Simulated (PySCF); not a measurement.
Compound: C7H11BO.
Atom-mapped SMILES: `[CH2:1]=[C:2]([C:3]#[C:4][CH3:5])[CH2:6][BH:7][O:8][CH3:9]` (hydrogens: H10, H11 on C1; H12, H13, H14 on C5; H15, H16 on C6; H17 on B7; H18, H19, H20 on C9)

Structure used (PBE0-D3(BJ)/def2-SVP), in Å, numbered top down from 1:
```
atom  x, y, z in Å
C1     0.5984   -2.5363    0.3074
C2     0.6417   -1.2892   -0.1966
C3     1.6704   -0.3738    0.1953
C4     2.5211    0.4411    0.4941
C5     3.5465    1.4012    0.8625
C6    -0.3945   -0.7677   -1.1628
B7    -1.3708    0.2591   -0.4711
O8    -2.6953    0.1055   -0.6467
C9    -3.6499    0.9672   -0.0821
H10    1.3452   -2.8823    1.0246
H11   -0.1878   -3.2336    0.0063
H12    4.3324    1.4589    0.0923
H13    4.0295    1.1247    1.8128
H14    3.1224    2.4109    0.9811
H15    0.1166   -0.2311   -1.9836
H16   -0.9636   -1.5974   -1.6080
H17   -0.9615    1.1805    0.2092
H18   -3.1756    1.7689    0.5077
H19   -4.2541    1.4195   -0.8836
H20   -4.3220    0.3896    0.5710
```

All values: PBE0/pcSseg-1 (PySCF, non-relativistic), on one gas-phase PBE0-D3(BJ)/def2-SVP geometry that isn't relaxed in the solvent. The solvent is an IEF-PCM continuum (Bondi radii, 1.10 Å for H, scaled by 1.2). Only the electrostatic response of the medium enters.

```csv
run,E − E(gas) (kcal/mol),HOMO (eV),HOMO–LUMO gap (eV),dipole (D)
gas,0.00,-6.40,5.99,1.84
P,-5.06,-6.65,6.02,2.24
Q,-4.14,-6.60,6.01,2.18
```

Question: The runs were made in dimethylsulfoxide and tetrahydrofuran. Which run belongs to which solvent?

Answer: P = dimethylsulfoxide, Q = tetrahydrofuran. The dielectric constants are 7.426 (tetrahydrofuran), 46.83 (dimethylsulfoxide), and the energy falls further as ε rises. In this model the ground state sees the solvent through ε alone.

Question: How constant is the ratio of the lowering to (ε − 1)/(2ε + 1)?

Answer: 
```csv
solvent,(ε − 1)/(2ε + 1),E − E(gas) (kcal/mol),ratio (kcal/mol),polarisation term (kcal/mol)
tetrahydrofuran,0.405,-4.14,-10.2,-4.61
dimethylsulfoxide,0.484,-5.06,-10.4,-5.77
```

The ratio changes by +2.2 % in size from tetrahydrofuran to dimethylsulfoxide. The polarisation term is half the interaction of the solute with the induced surface charges.
